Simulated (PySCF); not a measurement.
SMILES C=CCC[SiH3], GFN2-xTB optimised geometry.

```
15

C      2.32    -1.69    -0.94
C      1.59    -1.16     0.01
C      1.06     0.24     0.00
C     -0.47     0.24     0.00
Si    -1.21     1.99     0.00
H      2.61    -1.13    -1.82
H      2.67    -2.71    -0.90
H      1.32    -1.74     0.88
H      1.42     0.77     0.89
H      1.43     0.77    -0.88
H     -0.83    -0.31     0.87
H     -0.82    -0.31    -0.87
H     -2.67     1.89     0.01
H     -0.76     2.71     1.19
H     -0.77     2.71    -1.20
```

Density from PySCF with B3LYP/def2-TZVP at that geometry.

Minimum of the electron density along straight lines between bonded atoms, close to the bond critical point (lines longer than 1.1 times the sum of covalent radii, or with two minima, are not listed):

```csv
bond,length / Å,ρ at the minimum / e bohr⁻³,∇²ρ there / e bohr⁻⁵,position (fraction from the first atom)
C1–C2,1.320,…,-1.14,0.50
C2–C3,1.495,0.265,…,0.51
C3–C4,1.532,0.240,-0.57,0.50
C4–Si5,1.901,0.118,0.13,0.61
C1–H6,1.078,0.288,-1.02,0.64
C1–H7,1.077,0.289,-1.03,0.64
C2–H8,1.083,0.287,-1.02,0.64
C3–H9,1.094,0.279,-0.95,0.64
C3–H10,1.092,0.281,-0.97,0.64
C4–H11,1.092,0.275,-0.92,0.64
C4–H12,1.092,0.276,-0.93,0.64
Si5–H13,1.464,0.125,0.18,0.49
Si5–H14,1.465,0.124,0.18,0.49
Si5–H15,1.464,0.124,0.18,0.49
```

### Question
What belongs in the gaps?

### Answer

- C1–C2, ρ at the minimum / e bohr⁻³: 0.363
- C2–C3, ∇²ρ there / e bohr⁻⁵: -0.71
